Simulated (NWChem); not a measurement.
System: GeSiH5Cl; SMILES Cl[SiH2][GeH3]

Input file for NWChem:

```
start job
memory heap 200 mb stack 900 mb global 1100 mb
geometry units angstroms noautoz
  Si     0.880645     0.719958     0.033510
  Cl    -0.541936     2.163837    -0.486340
  Ge    -0.189396    -1.416325     0.007964
  H      2.007047     0.784238    -0.960048
  H      1.417304     1.052083     1.397946
  H      0.816786    -2.537264     0.387068
  H     -0.751287    -1.704600    -1.407883
  H     -1.360383    -1.428733     1.023785
end
basis spherical
  Si library aug-pcseg-1
  Cl library aug-pcseg-1
  Ge library aug-pcseg-1
  H library aug-pcseg-1
end
dft
  xc b3lyp
  iterations 150
  vectors input atomic output neutral.movecs
end
task dft energy
charge 1
dft
  odft
  mult 2
  vectors input atomic output cation.movecs
end
task dft energy
```

All runs use the structure optimised with PBE-D3(BJ)/def2-SVP. B3LYP is NWChem's, with the RPA form of VWN correlation.

Ions are spin-unrestricted doublets at the neutral geometry; other ion states weren't tried.

**Question.** Predict the main results of this run. (B3LYP/aug-pcseg-1, vertical spin-unrestricted ions.) Quantities: basis functions; vertical ionisation energy, ΔSCF (eV); −ε(HOMO) (eV).

**Answer.** 
| Quantity | Value |
|---|---|
| number of basis functions | 135 |
| vertical ionisation energy, ΔSCF (eV) | 10.16 |
| −ε(HOMO) (eV) | 8.01 |
